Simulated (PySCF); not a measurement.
# Frontier orbitals and the lowest excitations

C2H11BSeSi2.
SMILES with atom numbers: `[CH3:1][B:2]([CH3:3])[SiH2:4][Se:5][SiH3:6]` (hydrogens: H7, H8, H9 on C1; H10, H11, H12 on C3; H13, H14 on Si4; H15, H16, H17 on Si6)

Cartesian coordinates in Å at the PBE0-D3(BJ)/def2-SVP level; atoms count from 1:
```xyz
17
C2H11BSeSi2 angstrom
C     -1.992    1.346    0.462
B     -1.491   -0.081    0.078
C     -2.469   -1.213   -0.381
Si     0.492   -0.531    0.181
Se     1.703    1.414    0.393
Si     3.758    0.434    0.279
H     -3.021    1.575    0.145
H     -1.986    1.353    1.572
H     -1.314    2.163    0.168
H     -2.154   -2.242   -0.150
H     -2.458   -1.139   -1.489
H     -3.515   -1.060   -0.069
H      0.973   -1.282   -1.026
H      0.779   -1.419    1.359
H      3.967   -0.521    1.409
H      4.763    1.534    0.360
H      3.928   -0.306   -1.007
```

Theory: TDDFT CAM-B3LYP/def2-SVPD, vertical, gas phase, core orbitals frozen in the response in PySCF 2.14.0, density-fitted response routines. Relativistic effects, spin–orbit coupling among them, are left out although an element past zinc is present.

Frontier orbitals with the atoms that hold most of them (Löwdin shares over 4%, at most four atoms; ? is withheld):

```tsv
orbital	ε (eV)	atoms
LUMO+2	0.73	B2 23%, Se5 22%, Si4 12%, C3 8%
LUMO+1	0.67	Se5 36%, Si6 18%, Si4 10%, H16 6%
LUMO	?	?
HOMO	-8.01	?
HOMO-1	-9.05	B2 26%, Si4 25%, Se5 10%, C3 9%
HOMO-2	-9.61	Se5 59%, Si4 14%, Si6 10%
HOMO-3	-10.65	Se5 27%, C1 14%, Si6 13%, B2 12%
```

Task: Which atoms hold the HOMO, and with what shares?

Result: Se5 (bonded to 2 Si) 72%; Si6 (bonded to Se and 3 H) 9%; Si4 (bonded to B, Se and 2 H) 9%. By element: selenium 72%, silicon 19%.

Task: Which atoms hold the LUMO, and with what shares?

Result: B2 (bonded to 2 C and Si) 41%; Si4 (bonded to B, Se and 2 H) 18%; C1 (bonded to B and 3 H) 11%; C3 (bonded to B and 3 H) 11%. By element: boron 41%, carbon 22%, silicon 18% or more.

Task: What is the LUMO energy, and the HOMO–LUMO gap?

Result: ε(LUMO) = -0.36 eV; the gap is 7.65 eV (0.2811 hartree).

Task: The HOMO–LUMO gap is 7.65 eV. Where does the response calculation put the lowest singlet, and from which orbitals?

Result: S1 is at 4.74 eV (f = 0.0043), 2.91 eV below the gap, made of HOMO-1→LUMO (86%), HOMO→LUMO (8%). Its leading pair isn't HOMO and LUMO; the energies of that pair differ by 8.68 eV. 

Task: One configuration dominates each of S1, S2 and S3. Which, and how do the shares of the two leading atoms of either orbital change from the occupied to the empty one?

Result: 
- S1 (4.74 eV, f 0.0043), HOMO-1→LUMO (86%): B2 26% → 41%, Si4 25% → 18%
- S2 (5.05 eV, f 0.0057), HOMO→LUMO (88%): Se5 72% → at most 11%, Si6 9% → at most 11%, B2 at most 4% → 41%, Si4 9% → 18%
- S3 (5.52 eV, f 0.016), HOMO→LUMO+1 (72%): Se5 72% → 36%, Si6 9% → 18%

One conformer stands for the species.
